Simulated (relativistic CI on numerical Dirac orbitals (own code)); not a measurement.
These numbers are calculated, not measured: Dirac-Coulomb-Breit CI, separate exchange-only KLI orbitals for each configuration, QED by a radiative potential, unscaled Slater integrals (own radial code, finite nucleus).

The strongest absorption lines from the ground level of an ion, among the configurations computed and to levels below about 127 eV (vacuum wavelength in Å, gf): 153.10 (0.49), 156.34 (0.23), 157.89 (0.33), 162.79 (0.81), 203.43 (0.78), 206.91 (13), 208.42 (7.6), 220.21 (3).

Problem. Which ion is it?
A. Nb⁶⁺
B. Y⁴⁺
C. Tc¹⁰⁺
D. Tc⁸⁺

Solution. D. Tc⁸⁺ has 35 electrons and the ground level 4s2.4p5 2P°_3/2; the strongest line goes to 4s2.4p4.4d 2D_5/2. The pattern of lines fixes the number of electrons, and along that sequence the line energies rise steadily with the charge (about as its square where n changes within one kind of shell, about linearly where n is kept but much faster in heavy ions where fine structure, which grows about as Z⁴, sets the gap, and irregularly where shells cross), which fixes Z. Configurations outside the model, such as inner-shell arrays, can give stronger lines. At this charge configurations can still be misplaced by up to about 7 % of their energy.

LS names give the leading component of a level, which can be under half, so a name can repeat, a term be missing and a line seem to break the LS rules.
